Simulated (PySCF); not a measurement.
# Towards the basis-set limit for Se2

State: triplet, unpaired electrons π ↑↑. De refers to Se + Se. ROHF-based CCSD(T) in PySCF 2.14 with Se cc-pVTZ-PP with ECP10 and Se cc-pVQZ-PP with ECP10 (frozen core orbitals: 18; scalar-relativistic core potentials). Correlation energies are extrapolated as n⁻³ (n = 3, 4), Hartree–Fock as (n+1)·exp(−9√n).

```csv
Level,Re (Å),ωe (cm⁻¹),ωexe (cm⁻¹),αe (cm⁻¹),De (eV)
CCSD(T)/TZ,2.1852,384.1,0.882,0.000276,3.265
CCSD(T)/QZ,2.1768,388.1,0.880,0.000276,3.432
HF/CBS,2.1265,441.5,0.742,0.000234,1.320
MP2/CBS,2.1839,374.0,1.08,0.000310,3.867
CCSD/CBS,2.1578,406.9,0.827,0.000260,3.237
CCSD(T)/CBS,2.1726,391.1,0.878,0.000274,3.548
```

How much is left between CCSD(T)/QZ and the basis-set limit, and how much do the triples give at the limit?

CCSD(T)/CBS less CCSD(T)/QZ: -4.2 mÅ in Re, +3.0 cm⁻¹ in ωe and +0.116 eV in De. CCSD(T)/CBS less CCSD/CBS: +14.8 mÅ in Re, -15.8 cm⁻¹ in ωe and +0.311 eV in De.

The T1 diagnostic is 0.018. The state was picked by a PBE0 search and need not be the measured ground state. Spin–orbit coupling, excitations beyond (T) and corrections to the Born–Oppenheimer picture are left out.

The whole job (state search and all basis sets along the bond) took about 14 min on 4 threads of Arm Neoverse V1 (shared host), peak memory 8.8 GiB.
